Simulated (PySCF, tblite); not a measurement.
Isomers of [C8H14P]+ (charge +1), one GFN2-xTB conformer each. Single-point energies are computed at PBE0/pcSseg-1 (PySCF, gas phase, no added dispersion term), electronic only.

**Question.** Rank them by PBE0/pcSseg-1 energy, lowest first (kcal/mol).
A. `[CH2:1]=[CH:2][P@H+:3]1[CH2:4][CH:5]=[C:6]([CH2:7][CH3:8])[CH2:9]1` (charge +1) with C1–C2–P3–C4 127°, C5–C6–C7–C8 0°, C2–P3–C4–C5 98°, P3–C4–C5–C6 14°, C5–C6–C9–P3 -14°, C2–P3–C9–C6 -98°
B. `[CH2:1]=[CH:2][PH+:3]([CH:4]=[CH2:5])[CH:6]1[CH2:7][CH2:8][CH2:9]1` (charge +1) with C1–C2–P3–C4 123°, C2–P3–C4–C5 -123°, C2–P3–C6–C7 69°, P3–C6–C7–C8 102°, C6–C7–C8–C9 11°, C7–C8–C9–C6 -11°, P3–C6–C9–C8 -102°
C. `[CH:1]#[C:2][CH2:3][P@H+:4]([CH2:5][CH3:6])[CH:7]1[CH2:8][CH2:9]1` (charge +1) with C2–C3–P4–C5 62°, C3–P4–C5–C6 179°, C3–P4–C7–C8 -148°
D. `[CH3:1][CH2:2][P@@H+:3]1[CH:4]=[CH:5][C:6]([CH3:7])=[C:8]1[CH3:9]` (charge +1) with C1–C2–P3–C4 55°

**Answer.** D (0.0), A (7.1), B (35.6), C (45.0).

As drawn, the highest has a three-membered ring, which the lowest lacks. GFN2-xTB itself gives, in the same order: 0.0, 10.8, 32.7, 37.1. Both levels put the same isomer lowest; measured from each level's own lowest isomer, the values differ by up to 7.9 kcal/mol (C#CC[P@H+](CC)C1CC1: 37.1 against 45.0).

**Question.** Which frontier levels and rotational constants go with these structures?

**Answer.** 
| SMILES | HOMO (eV, PBE0/pcSseg-1) | LUMO (eV) | A, B, C (MHz) |
| --- | --- | --- | --- |
| CC[P@@H+]1C=CC(C)=C1C | -11.22 | -6.46 | 1984, 1095, 914.6 |
| C=C[P@H+]1CC=C(CC)C1 | -11.34 | -5.45 | 3115, 717.6, 676.3 |
| C=C[PH+](C=C)C1CCC1 | -12.62 | -5.55 | 1629, 1137, 752.7 |
| C#CC[P@H+](CC)C1CC1 | -12.00 | -4.03 | 1553, 1105, 790.0 |

**Question.** What happens when harmonic zero-point energies from GFN2-xTB frequencies are added?

**Answer.** 
| SMILES | ZPE (kcal/mol) | electronic (kcal/mol) | with ZPE (kcal/mol) |
| --- | --- | --- | --- |
| CC[P@@H+]1C=CC(C)=C1C | 120.7 | 0.0 | 0.0 |
| C=C[P@H+]1CC=C(CC)C1 | 120.8 | 7.1 | 7.2 |
| C=C[PH+](C=C)C1CCC1 | 120.6 | 35.6 | 35.5 |
| C#CC[P@H+](CC)C1CC1 | 119.7 | 45.0 | 44.0 |

The zero-point energies span 1.1 kcal/mol. The order is unchanged.
